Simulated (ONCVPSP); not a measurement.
# Which change was made? (Os, ONCV)

osmium, optimised norm-conserving Vanderbilt (ONCV), made with ONCVPSP 4.0.1 (PBE, scalar-relativistic). Core [Kr] 4d10 4f14, reference 5s2 5p6 5d6 6s2. Waves: 5s+6s: rc 1.55 bohr, ncon 3, nbas 6, qcut 9.1 1/bohr, 2 projectors; 5p: rc 1.60 bohr, ncon 4, nbas 8, qcut 10.7 1/bohr, 1 projector; 5d: rc 2.20 bohr, ncon 4, nbas 9, qcut 6.1 1/bohr, 1 projector. Local part: polynomial inside 1.45 bohr (lpopt 5, dvloc0 1 Ha). Core correction: Teter function, fcfact 3.75, rcfact 1.4.

Cutoffs, loose and tight: the cutoffs (Ha) at which the residual kinetic energy of the hardest occupied pseudo-wave falls to 1 and 0.1 mHa per electron. They do not see the model core or the augmentation charge, which bear on the density cutoff. Test errors are all-electron minus pseudo excitation energies from the reference, over the configurations 5s2 5p6 5d6 6s1; 5s2 5p6 5d6 6s0; 5s2 5p6 5d5 6s0; 5s2 5p6 5d6 6s0 6p1; variants that change the core or the reference have their own tests.

The base gives: outcome: generated; cutoff, loose: 32 Ha; cutoff, tight: 39 Ha; bound ghosts: none; GHOST(+) flags above zero: none; largest test error (meV): -25.

(1) After one change the result is: outcome: generated; cutoff, loose: 32 Ha; cutoff, tight: 39 Ha; bound ghosts: none; GHOST(+) flags above zero: s; largest test error (meV): +142. Which change was it?
A. local potential polynomial inside 1.45 bohr (lpopt 5, dvloc0 9 Ha)
B. local potential polynomial inside 1.45 bohr (lpopt 5, dvloc0 -2.5 Ha)
C. local potential polynomial inside 1.45 bohr (lpopt 5, dvloc0 8 Ha)
D. local potential polynomial inside 1.45 bohr (lpopt 5, dvloc0 4.5 Ha)
E. local potential polynomial inside 1.45 bohr (lpopt 5, dvloc0 3.5 Ha)

## Answers

(1) B. The others give: local potential polynomial inside 1.45 bohr (lpopt 5, dvloc0 4.5 Ha) → outcome: generated; cutoff, loose: 32 Ha; cutoff, tight: 39 Ha; bound ghosts: none; GHOST(+) flags above zero: s; largest test error (meV): +95 | local potential polynomial inside 1.45 bohr (lpopt 5, dvloc0 9 Ha) → outcome: generated; cutoff, loose: 32 Ha; cutoff, tight: 39 Ha; bound ghosts: s; GHOST(+) flags above zero: none; largest test error (meV): -28 | local potential polynomial inside 1.45 bohr (lpopt 5, dvloc0 3.5 Ha) → outcome: generated; cutoff, loose: 32 Ha; cutoff, tight: 39 Ha; bound ghosts: none; GHOST(+) flags above zero: none; largest test error (meV): +261 | local potential polynomial inside 1.45 bohr (lpopt 5, dvloc0 8 Ha) → outcome: generated; cutoff, loose: 32 Ha; cutoff, tight: 39 Ha; bound ghosts: s; GHOST(+) flags above zero: none; largest test error (meV): -18.
